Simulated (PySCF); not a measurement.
Gas-phase reaction: GeF₄ + 4 HF = GeH₄ + 4 F₂

Computed with PySCF and rigid-rotor harmonic-oscillator thermochemistry at 1 bar. † marks an energy on the PBE0/def2-TZVP geometry and frequencies; other levels use their own. 6-31G* has spherical d functions here. All species are closed-shell singlets. B3LYP is the form with VWN-RPA correlation. Ge: all electrons, no relativistic terms. The harmonic model lacks anharmonicity and excited electronic states, which grow with temperature; levels with a mode under 35 cm⁻¹ are left out.

```csv
level,"ΔE electronic, kJ","ΔH°(298 K), kJ","ΔS°(298 K), J/K","ΔG°(1600 K), kJ"
B3LYP/6-31G*,2068,2044,27,2019
HF/def2-TZVP†,2550,2522,27,2498
PBE0/def2-QZVP†,2371,2344,27,2320
PBE0/def2-SVP†,2234,2207,27,2183
ωB97X-V/def2-TZVP†,2324,2296,27,2272
```
ΔH° is lowest at B3LYP/6-31G* and highest at HF/def2-TZVP†. No reference value is set beside these.
